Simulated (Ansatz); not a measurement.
An input meant for (HMg-mu-Cl)2 (Mg₂H₂Cl₂) (charge 0, singlet).

```yaml
crystal:
  periodic: [false, false, false]
  atoms:
    - {symbol: Mg, position_ang: [-0.993558, -0.031656, 1.364324]}
    - {symbol: H, position_ang: [-1.982963, -0.060304, 2.730166]}
    - {symbol: Cl, position_ang: [0.797881, -1.408413, 0.548390]}
    - {symbol: Mg, position_ang: [0.992958, 0.031117, -1.364766]}
    - {symbol: H, position_ang: [1.988670, 0.065264, -2.725891]}
    - {symbol: Cl, position_ang: [-0.802988, 1.403992, -0.552202]}
basis:
  gaussian: {orbitals: cc-pVTZ-DK, final_grid: {core_spheres: 1, valence_spheres: 1, degree: 5}}
hamiltonian: {xc: {name: r2SCAN}}
scf: {lower_state_search: off}
```

```sh
$ ansatz run in.yaml --threads 2 --pin off --events-out ev --progress --plain --max-ram 4352MiB
```

It prints (some lines left out):

```
Functional definition: r2SCAN
1216 factors; their error is unknown
mean field evaluation 1: about -36061.9469 eV, gradient 2.4e1 eV
mean field evaluation 2: about -36062.4912 eV, gradient 2.3e1 eV
mean field evaluation 4: about -36063.9651 eV, gradient 8.6e-1 eV
mean field evaluation 8: about -36074.3300 eV, gradient 1.8e0 eV
mean field evaluation 16: about -36076.0176 eV, gradient 5.5e-1 eV
mean field evaluation 32: about -36076.0020 eV, gradient 2.2e-3 eV
mean field -36076.00009544 eV, -1325.7685503163 hartree, gradient 5.2e-6 eV, S^2 0.000000; 0 other end points of the search recorded, 0 dependent functions left out
reference -36076.00016248 eV, -1325.7685527801 hartree; 30, 30 occupied and 134, 134 virtual orbitals, 1216 factors
Total energy: -36076.00016248 eV, -1325.7685527801 hartree
Relativity: scalar
Checks for a lower state left out: stability, starts, cluster_reference, orbital_swaps, neighbouring_geometries, increment
```

(1) What is wrong with this run?

Results:

(1) The integration grid is far too coarse. The calculation finished and met its thresholds. The result belongs to that input, not to the species as meant.
